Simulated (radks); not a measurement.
Task: The hafnium ion Hf4+, [Xe] 4f14. Method: non-relativistic Kohn-Sham, LDA (Slater exchange, Perdew-Wang correlation), spin-polarised, spherical densities, point nucleus; computed with a radial shooting solver on a logarithmic mesh with Libxc functionals. Every spin shell is full or empty, so the densities are truly spherical. Functionals are evaluated on that one density, not self-consistently. Rank these exchange functionals by their error against the exact value of the orbitals, and give that value: LDA, B88, revPBE, OPTX, AM05, revTPSS, SCAN, TASK, MVS.

Result: Exact: -288.197 hartree. From best to worst, with 100 (|E| - |E exact|)/|E exact| (equal figures are ties): revPBE -0.07, MVS +0.19, SCAN +0.21, B88 +0.25, revTPSS -0.74, TASK -1.78, OPTX +1.95, AM05 -3.61, LDA -3.83.
